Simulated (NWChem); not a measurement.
Molecule: GeH2S, singlet; SMILES [SH][GeH]

```xyz
4

Ge     0.0145     0.7833     0.0018
H     -1.5919     0.7982     0.0021
S     -0.0410    -1.4657     0.0026
H      1.2970    -1.6650     0.0024
```
Atoms are numbered in this order, from 1.

Computed with NWChem. Pople sets run with spherical d functions. Low-valent species are run as closed-shell singlets; no triplet was tried in these runs. Geometry: optimised at B3LYP/6-31G* (spherical d). GIAO values for the isolated, static molecule; σ is the absolute isotropic shielding, δ = σ(reference) − σ with the isolated reference molecule computed at the same levels (1H: tetramethylsilane).

| level | σ Ge1 (ppm) | δ H2 (ppm) | σ S3 (ppm) | δ H4 (ppm) | relative time |
|---|---|---|---|---|---|
| PBE0/pcSseg-1 | 227.2 | 10.22 | 168.7 | 6.66 | 2 |
| B3LYP/6-311G** | 187.2 | 10.43 | 123.4 | 6.60 | 2 |
| KT2/pcSseg-1 | 283.1 | 10.16 | 149.9 | 7.00 | 1 |
| PBE0/pcSseg-2 | 266.1 | 10.22 | 178.2 | 6.56 | 7 |

Relative times are rough (shared machine, one core).
